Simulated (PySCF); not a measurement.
C₂H₆N, doublet, geometry from GFN2-xTB; CCSD(T)/6-31G* (PySCF).

The PySCF input:
```python
from pyscf import gto, scf, cc

mol = gto.Mole()
mol.atom = '''
    C     1.23129600   -0.25669769   -0.09655273
    C    -0.05799116    0.17393746    0.49940779
    N    -1.20100732    0.14966202   -0.31016964
    H     1.64723200    0.48863493   -0.78864494
    H     1.96813276   -0.42204686    0.68733552
    H     1.10338449   -1.18365188   -0.65721155
    H    -0.05524989    0.94758192    1.24931036
    H    -2.06668125    0.26362547    0.19896649
    H    -1.22959588   -0.64521633   -0.93569883
'''
mol.basis = '6-31g*'
mol.spin = 1
mol.verbose = 4
mol.build()

mf = scf.UHF(mol)
mf.kernel()

mycc = cc.CCSD(mf)
mycc.kernel()
et = mycc.ccsd_t()
print('E(CCSD(T)) = %.10f' % (mycc.e_tot + et))
```

Output, abridged:

```
PySCF version 2.14.0

[INPUT] verbose = 4
[INPUT] num. atoms = 9
[INPUT] num. electrons = 25
[INPUT] charge = 0
[INPUT] spin (= nelec alpha-beta = 2S) = 1
[INPUT] symmetry False subgroup None
[INPUT] Mole.unit = angstrom
[INPUT] Symbol           X                Y                Z      unit          X                Y                Z       unit  Magmom
[INPUT]  1 C      1.231296000000  -0.256697690000  -0.096552730000 AA    2.326812218272  -0.485088330909  -0.182458216279 Bohr   0.0
[INPUT]  2 C     -0.057991160000   0.173937460000   0.499407790000 AA   -0.109587410046   0.328694162202   0.943743947574 Bohr   0.0
[INPUT]  3 N     -1.201007320000   0.149662020000  -0.310169640000 AA   -2.269574908398   0.282820229049  -0.586135671755 Bohr   0.0
[INPUT]  4 H      1.647232000000   0.488634930000  -0.788644940000 AA    3.112817343620   0.923386192596  -1.490322946124 Bohr   0.0
[INPUT]  5 H      1.968132760000  -0.422046860000   0.687335520000 AA    3.719231893184  -0.797552977133   1.298875888486 Bohr   0.0
[INPUT]  6 H      1.103384490000  -1.183651880000  -0.657211550000 AA    2.085094496193  -2.236777880027  -1.241949835401 Bohr   0.0
[INPUT]  7 H     -0.055249890000   0.947581920000   1.249310360000 AA   -0.104407160512   1.790670309390   2.360854424982 Bohr   0.0
[INPUT]  8 H     -2.066681250000   0.263625470000   0.198966490000 AA   -3.905461549274   0.498179937760   0.375992174066 Bohr   0.0
[INPUT]  9 H     -1.229595880000  -0.645216330000  -0.935698830000 AA   -2.323599457094  -1.219282154797  -1.768214523776 Bohr   0.0

nuclear repulsion = 76.5135917641995
number of shells = 30
number of NR pGTOs = 105
number of NR cGTOs = 54
basis = 6-31g*
ecp = {}

******** <class 'pyscf.scf.uhf.UHF'> ********
method = UHF
initial guess = minao
damping factor = 0
level_shift factor = 0
DIIS = <class 'pyscf.scf.diis.CDIIS'>
diis_start_cycle = 1
diis_space = 8
diis_damp = 0
SCF conv_tol = 1e-09
SCF conv_tol_grad = None
SCF max_cycles = 50
direct_scf = True
direct_scf_tol = 1e-13
number electrons alpha = 13  beta = 12
Set gradient conv threshold to 3.16228e-05
init E= -133.928532080122

cycle= 1 E= -133.582040927807  delta_E= 0.346  |g|= 0.219  |ddm|= 1.84
cycle= 2 E= -133.619359640768  delta_E= -0.0373  |g|= 0.0633  |ddm|= 0.277
cycle= 3 E= -133.624063815143  delta_E= -0.0047  |g|= 0.0207  |ddm|= 0.114
cycle= 4 E= -133.624746482585  delta_E= -0.000683  |g|= 0.0106  |ddm|= 0.0444
cycle= 5 E= -133.624985899339  delta_E= -0.000239  |g|= 0.00498  |ddm|= 0.0267
cycle= 6 E= -133.625038982286  delta_E= -5.31e-05  |g|= 0.00186  |ddm|= 0.0143
cycle= 7 E= -133.625046142337  delta_E= -7.16e-06  |g|= 0.000621  |ddm|= 0.00555
cycle= 8 E= -133.625046839332  delta_E= -6.97e-07  |g|= 0.000236  |ddm|= 0.00171
cycle= 9 E= -133.625046943247  delta_E= -1.04e-07  |g|= 9.39e-05  |ddm|= 0.000679
cycle= 10 E= -133.625046960739  delta_E= -1.75e-08  |g|= 3.42e-05  |ddm|= 0.000324
cycle= 11 E= -133.625046962649  delta_E= -1.91e-09  |g|= 1.42e-05  |ddm|= 9.69e-05
cycle= 12 E= -133.62504696296  delta_E= -3.11e-10  |g|= 5.68e-06  |ddm|= 4.08e-05
Extra cycle  E= -133.625046963004  delta_E= -4.4e-11  |g|= 3.45e-06  |ddm|= 1.29e-05
converged SCF energy = -133.625046963004  <S^2> = 0.76086441  2S+1 = 2.0108351

******** <class 'pyscf.cc.uccsd.UCCSD'> ********
CC2 = 0
CCSD nocc = (np.int64(13), np.int64(12)), nmo = (54, 54)
max_cycle = 50
direct = 0
conv_tol = 1e-07
conv_tol_normt = 1e-06
diis_space = 6
diis_start_cycle = 0
diis_start_energy_diff = 1e+09
Init t2, MP2 energy = -0.407319210956187
Init E_corr(UCCSD) = -0.407319210967282
cycle = 1  E_corr(UCCSD) = -0.431847356966958  dE = -0.024528146  norm(t1,t2) = 0.0719211
cycle = 2  E_corr(UCCSD) = -0.441875618447067  dE = -0.0100282615  norm(t1,t2) = 0.0233199
cycle = 3  E_corr(UCCSD) = -0.445581985261143  dE = -0.00370636681  norm(t1,t2) = 0.0132084
cycle = 4  E_corr(UCCSD) = -0.446564788327826  dE = -0.000982803067  norm(t1,t2) = 0.00484408
cycle = 5  E_corr(UCCSD) = -0.446371024129813  dE = 0.000193764198  norm(t1,t2) = 0.00271144
cycle = 6  E_corr(UCCSD) = -0.446364599507516  dE = 6.4246223e-06  norm(t1,t2) = 0.000668561
cycle = 7  E_corr(UCCSD) = -0.446380123013467  dE = -1.5523506e-05  norm(t1,t2) = 0.000236187
cycle = 8  E_corr(UCCSD) = -0.446379821805864  dE = 3.01207603e-07  norm(t1,t2) = 9.45298e-05
cycle = 9  E_corr(UCCSD) = -0.446378065244246  dE = 1.75656162e-06  norm(t1,t2) = 4.21839e-05
cycle = 10  E_corr(UCCSD) = -0.446377485337266  dE = 5.7990698e-07  norm(t1,t2) = 1.66254e-05
cycle = 11  E_corr(UCCSD) = -0.446377140592904  dE = 3.44744362e-07  norm(t1,t2) = 7.85216e-06
cycle = 12  E_corr(UCCSD) = -0.446377091306687  dE = 4.92862166e-08  norm(t1,t2) = 3.63658e-06
cycle = 13  E_corr(UCCSD) = -0.446377091537767  dE = -2.31079711e-10  norm(t1,t2) = 1.81797e-06
cycle = 14  E_corr(UCCSD) = -0.446377073529727  dE = 1.80080404e-08  norm(t1,t2) = 5.81388e-07
UCCSD converged
E(UCCSD) = -134.0714240365336  E_corr = -0.4463770735297266
UCCSD(T) correction = -0.0105650776580728
E(CCSD(T)) = -134.0819891142
```
